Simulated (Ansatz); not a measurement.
A nudged elastic band was laid between two geometries of CH6BN + H4Si (14 atoms, charge 0, multiplicity 1).

Theory: RHF/6-31G* (Ansatz).

```json
{
  "movable images": "5",
  "climbing image": "yes",
  "spring": "5.0 eV/Å²",
  "optimiser": "quadratic models (default)",
  "start path": "through a guess of the saddle point",
  "force threshold": "0.05 eV/Å",
  "iteration limit": "60",
  "end points": "relaxed"
}
```

Image 0:

```xyz
14
Properties=species:S:1:pos:R:3
B -0.189 0.714 -0.033
N -0.057 0.608 1.353
H -0.833 0.525 1.973
H 0.822 0.636 1.819
H 0.817 0.826 -0.672
C -1.603 0.684 -0.752
H -2.445 0.609 -0.068
H -1.745 1.575 -1.360
H -1.657 -0.160 -1.438
Si 0.380 -3.411 1.331
H -0.416 -3.000 0.160
H 1.732 -2.827 1.248
H 0.487 -4.884 1.355
H -0.281 -2.954 2.568
```

Image 6:

```xyz
14
Properties=species:S:1:pos:R:3
B -0.023 -0.516 0.221
N 0.006 0.120 1.791
H -0.784 -0.181 2.335
H -0.019 1.125 1.751
H 0.986 -0.059 -0.269
C -1.386 0.044 -0.459
H -2.298 -0.300 0.032
H -1.430 1.136 -0.483
H -1.455 -0.283 -1.494
Si 0.112 -2.564 0.395
H 0.189 -3.257 -0.915
H 1.314 -3.001 1.169
H -1.039 -3.180 1.124
H 0.840 -0.144 2.287
```

Question: Which bonds break or form, and what moves?

Answer: Bonds broken: Si10–H14. Bonds formed: B1–Si10, N2–H14. CH6BN + H4Si becomes CH10BNSi.

Question: What energy profile does the band end with?

Answer: It converged. The highest image is number 3 of 0 to 6, 3.32 eV above the first end and 2.34 eV above the last; the last end lies 0.98 eV above the first. Neighbouring images differ by up to 3.2 eV, so the band resolves the path poorly. A vibrational analysis at the climbing image gives 2 clearly imaginary modes (523i, 52i cm⁻¹): a point of higher order, so a lower path passes nearby. The orbitals stay closed-shell, which can raise the energy where a bond breaks towards radicals; this wasn't checked here.

```json
{"image": "0", "path coordinate (Å)": "0.00", "energy (eV)": "0.00", "Si10–H14 (Å)": "1.48", "B1–Si10 (Å)": "4.38", "N2–H14 (Å)": "3.77"}
{"image": "1", "path coordinate (Å)": "1.44", "energy (eV)": "0.02", "Si10–H14 (Å)": "1.47", "B1–Si10 (Å)": "4.41", "N2–H14 (Å)": "3.35"}
{"image": "2", "path coordinate (Å)": "2.88", "energy (eV)": "0.13", "Si10–H14 (Å)": "1.47", "B1–Si10 (Å)": "3.93", "N2–H14 (Å)": "2.70"}
{"image": "3", "path coordinate (Å)": "4.32", "energy (eV)": "3.32", "Si10–H14 (Å)": "2.28", "B1–Si10 (Å)": "3.29", "N2–H14 (Å)": "1.10"}
{"image": "4", "path coordinate (Å)": "5.76", "energy (eV)": "1.38", "Si10–H14 (Å)": "2.67", "B1–Si10 (Å)": "2.22", "N2–H14 (Å)": "1.00"}
{"image": "5", "path coordinate (Å)": "7.20", "energy (eV)": "1.01", "Si10–H14 (Å)": "3.10", "B1–Si10 (Å)": "2.07", "N2–H14 (Å)": "1.00"}
{"image": "6", "path coordinate (Å)": "8.64", "energy (eV)": "0.98", "Si10–H14 (Å)": "3.16", "B1–Si10 (Å)": "2.06", "N2–H14 (Å)": "1.00"}
```

Question: What is the geometry of the highest image?

Answer: 
```xyz
14
Properties=species:S:1:pos:R:3
B -0.111 0.276 0.189
N -0.135 0.236 1.725
H -1.012 0.430 2.178
H 0.624 0.690 2.203
H 0.959 0.458 -0.275
C -1.459 0.298 -0.599
H -2.285 -0.169 -0.073
H -1.723 1.345 -0.773
H -1.360 -0.170 -1.571
Si 0.316 -2.924 0.824
H -0.581 -3.421 -0.277
H 1.674 -3.314 0.319
H 0.074 -3.945 1.899
H 0.033 -0.850 1.717
```

Run time: 5.4 min on 1 thread of Arm Neoverse V2, with other jobs on the host, peak memory 0.15 GiB.
